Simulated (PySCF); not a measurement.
How methods differ on the ionisation energy of Ne(2+)

Ne(2+) [He] 2s2 2p4 (3P) → Ne(3+) [He] 2s2 2p3 (4S), as a difference of total energies. Calculation: PySCF 2.14, in aug-cc-pVQZ-DK (6s5p4d3f2g, 80 functions); scalar relativity by spin-free X2C-1e. Correlated levels: valence: 1s2 frozen. The calculations carry no spin-orbit coupling.

```json
{"method": "UHF", "ionisation energy (eV)": "61.824"}
{"method": "LDA", "ionisation energy (eV)": "63.637"}
{"method": "PBE", "ionisation energy (eV)": "63.876"}
{"method": "PBE0", "ionisation energy (eV)": "63.727"}
{"method": "r2SCAN", "ionisation energy (eV)": "63.613"}
{"method": "wB97M-V", "ionisation energy (eV)": "63.562"}
{"method": "r2SCANh", "ionisation energy (eV)": "63.573"}
{"method": "BLYP", "ionisation energy (eV)": "64.001"}
{"method": "B2PLYP", "ionisation energy (eV)": "63.649"}
{"method": "MP2 (valence)", "ionisation energy (eV)": "63.166"}
{"method": "SCS-MP2 (valence)", "ionisation energy (eV)": "63.302"}
```

Q: How much does correlation contribute at MP2 (valence)?

A: 63.166 − (61.824) = 1.342 eV, measured against UHF.

A first-order spin-orbit estimate (lowest level to lowest level, LS coupling) adds 0.037 eV.

Errors of the correlated levels include the incompleteness of this basis and the frozen core.

For comparison: 63.423 eV (measured; NIST Atomic Spectra Database, ionization energies).
